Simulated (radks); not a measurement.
Problem. Br2+, 33 electrons, occupied as [Ar] 3d10 4s2 4p3. Method: Dirac Kohn-Sham, BLYP, spin-unpolarised, spherical densities, finite nucleus; open shells are shared between the two j in proportion to 2j + 1; Fermi nuclear charge, rms radius 4.1629 fm; computed with a radial shooting solver on a logarithmic mesh with Libxc functionals. Some entries of the table are withheld. Estimate them.

orbital,occ.,eigenvalue (hartree),r(max) (bohr),<1/r> (bohr^-1)
1s1/2,2,-490.2683,(1),35.66
2s1/2,2,-64.56114,0.1593,7.955
2p1/2,2,-58.23918,0.1252,(2)
2p3/2,4,-56.49194,0.1284,(3)
3s1/2,2,-9.61764,(4),2.606
3p1/2,2,-7.41993,0.4751,2.489
3p3/2,4,-7.16817,0.4838,2.427
3d3/2,4,-3.35382,(5),2.165
3d5/2,6,-3.31378,(6),2.149
4s1/2,2,-1.53339,1.385,0.8390
4p1/2,1,-1.04865,1.559,0.7172
4p3/2,2,-1.02460,1.586,0.7033

Solution. 
(1) 1s1/2 r(max) (bohr): 0.02791
(2) 2p1/2 <1/r> (bohr^-1): 7.924
(3) 2p3/2 <1/r> (bohr^-1): 7.664
(4) 3s1/2 r(max) (bohr): 0.4840
(5) 3d3/2 r(max) (bohr): 0.4287
(6) 3d5/2 r(max) (bohr): 0.4314
